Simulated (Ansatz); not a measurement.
One change: `[CH3][SnH2][AlH2]` becomes `[BH2][SnH2][CH3]`.

Ansatz, PBE0-D4/def2-TZVP geometries, multiplicity 1. 

Elements past krypton have def2 core potentials.

| property | `[CH3][SnH2][AlH2]` |
| --- | --- |
| HOMO–LUMO gap (PBE/def2-TZVPP) / eV | 3.28 |
| LUMO energy (ωB97M-V/def2-TZVPP) / eV | -0.52 |
| HOMO energy (B3LYP/def2-TZVPP) / eV | -6.97 |
| HOMO energy (PBE0/def2-TZVPP) / eV | -7.16 |
| HOMO energy (PBE/def2-TZVPP) / eV | -6.15 |
| HOMO–LUMO gap (ωB97M-V/def2-TZVPP) / eV | 8.59 |

Problem. What does the change do to each property? (Best estimate.)

Solution. The calculation gave: 
```csv
property,`[BH2][SnH2][CH3]`,shift
HOMO–LUMO gap (PBE/def2-TZVPP) / eV,3.15,-0.13
LUMO energy (ωB97M-V/def2-TZVPP) / eV,-0.51,0.01
HOMO energy (B3LYP/def2-TZVPP) / eV,-7.52,-0.55
HOMO energy (PBE0/def2-TZVPP) / eV,-7.71,-0.55
HOMO energy (PBE/def2-TZVPP) / eV,-6.59,-0.44
HOMO–LUMO gap (ωB97M-V/def2-TZVPP) / eV,9.33,0.74
```

With PBE0 the HOMO falls by 0.55 eV and the LUMO falls by 0.31 eV, so the gap widens by about 0.24 eV. PBE moves the HOMO by -0.44 eV and ωB97M-V by -0.73 eV.

B3LYP here is the variant with VWN-RPA as its local correlation; programs differ in this.
